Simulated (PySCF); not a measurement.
CHO₂, multiplicity 2. Atoms are numbered in the order given.

```xyz
4

O      0.0000     1.1607     0.1598
C      0.0000     0.0000    -0.1979
O      0.0000    -1.1607     0.1598
H      0.0000     0.0000    -1.3688
```
Charge 0, spin multiplicity 2.

Coordinates come from a PBE0-D3(BJ)/def2-TZVP optimisation. The geometry has at least one imaginary mode, so it is a saddle point at that level. The isomer is the one that the SMILES or the coordinates give; other isomers of the formula were not compared.

Calculation: PBE/def2-TZVPD (PySCF).

Mulliken values depend strongly on the basis, most of all with diffuse functions as here. ESP charges are fitted to the potential on shells at 1.4 to 2.0 van der Waals radii. Atomic charges (e):

```tsv
atom	meta-Löwdin	Mulliken	ESP fit	Mulliken spin
O1	-0.31	-0.24	-0.33	0.38
C2	0.42	0.24	0.58	0.00
O3	-0.31	-0.24	-0.33	0.38
H4	0.19	0.24	0.08	0.24
```
